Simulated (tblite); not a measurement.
C8H12FP.
Geometry (GFN2-xTB, Å), atoms numbered from 1 in this order:
```xyz
22
C8H12FP angstrom
C      3.527   -0.722    0.846
C      2.576    0.389    0.561
C      1.338    0.227    0.116
P      0.228    1.635   -0.211
C     -1.257    0.955    0.716
C     -1.889   -0.081   -0.168
C     -2.909   -1.017    0.388
C     -1.469   -0.035   -1.424
F     -1.930   -0.861   -2.395
C     -0.457    0.985   -1.829
H      3.835   -0.692    1.891
H      4.424   -0.612    0.237
H      3.075   -1.689    0.639
H      2.952    1.389    0.739
H      0.939   -0.765   -0.071
H     -0.940    0.545    1.678
H     -1.962    1.767    0.919
H     -2.484   -1.598    1.206
H     -3.758   -0.458    0.782
H     -3.262   -1.696   -0.383
H      0.337    0.559   -2.447
H     -0.925    1.795   -2.397
```

Computed values, GFN2-xTB/tblite, gas phase, harmonic and unscaled. Errors from tens to a few hundred cm⁻¹ against measured bands are possible. One conformer, not necessarily the lowest.

Harmonic wavenumbers (cm⁻¹): 35.9, 51.6, 103.8, 126.0, 160.5, 166.9, 176.0, 246.9, 263.0, 304.3, 312.4, 368.0, 394.8, 457.8, 466.9, 550.7, 691.8, 711.1, 737.3, 752.9, 768.4, 813.1, 849.2, 967.1, 981.9, 988.1, 1010.6, 1032.3, 1051.5, 1089.4, 1101.6, 1109.7, 1147.5, 1179.7, 1203.2, 1222.1, 1269.9, 1277.7, 1397.0, 1403.3, 1430.1, 1436.7, 1471.7, 1472.5, 1478.6, 1479.4, 1686.4, 1757.6, 2922.5, 2927.2, 2955.6, 2961.1, 2997.2, 2998.1, 3000.8, 3012.2, 3015.1, 3037.5, 3048.8, 3055.6.

A = 1746, B = 635.5, C = 630.9 MHz; mass 158.066 u (most abundant isotopes); point group C1, symmetry number 1.

**Question.** What is the zero-point energy?

**Answer.** ½Σν̃ = 38543 cm⁻¹ = 110.20 kcal/mol.

**Question.** Entropy at 350 K, 1 bar (ideal gas, RRHO, classical rotation)?

**Answer.** Translation 41.91, rotation 30.99, vibration 43.54: S = 116.4 cal/(mol K).

**Question.** And Cp and H(350 K) − H(0)?

**Answer.** Cp = 51.18 cal/(mol K), of which vibrations give 43.23 (their classical limit is 60 R = 119.2); H(350 K) − H(0) = 10.62 kcal/mol without the zero-point energy, 7.84 from vibrations.

**Question.** Which modes carry the vibrational entropy at 350 K?

**Answer.** 35.9 cm⁻¹: 5.79; 51.6 cm⁻¹: 5.07; 103.8 cm⁻¹: 3.69; 126.0 cm⁻¹: 3.32; 160.5 cm⁻¹: 2.85; 166.9 cm⁻¹: 2.77 cal/(mol K); the other 54 give 20.04 together.

**Question.** How do the functions run with temperature in this model?

**Answer.** 
| T (K) | S (cal/(mol K)) | Cp (cal/(mol K)) | H − H(0) (kcal/mol) | G − H(0) (kcal/mol) | ln q(vib) |
| --- | --- | --- | --- | --- | --- |
| 50 | 61.8 | 14.5 | 0.54 | -2.55 | 0.80 |
| 100 | 74.2 | 21.9 | 1.45 | -5.97 | 2.36 |
| 298.15 | 108.7 | 45.2 | 8.12 | -24.29 | 8.96 |
| 373.15 | 119.8 | 53.8 | 11.84 | -32.86 | 11.38 |
| 500 | 137.4 | 66.4 | 19.49 | -49.19 | 15.40 |
| 750 | 167.9 | 84.2 | 38.49 | -87.46 | 22.95 |
| 1000 | 193.9 | 95.8 | 61.09 | -132.77 | 29.93 |

q(vib) and H(0) count from the zero-point level.

Hindered rotation and anharmonicity are outside this model. Other conformers, if any are populated, would add a mixing term that is left out. The structure is chiral; the term R ln 2 for an equal mix with its mirror image is left out.
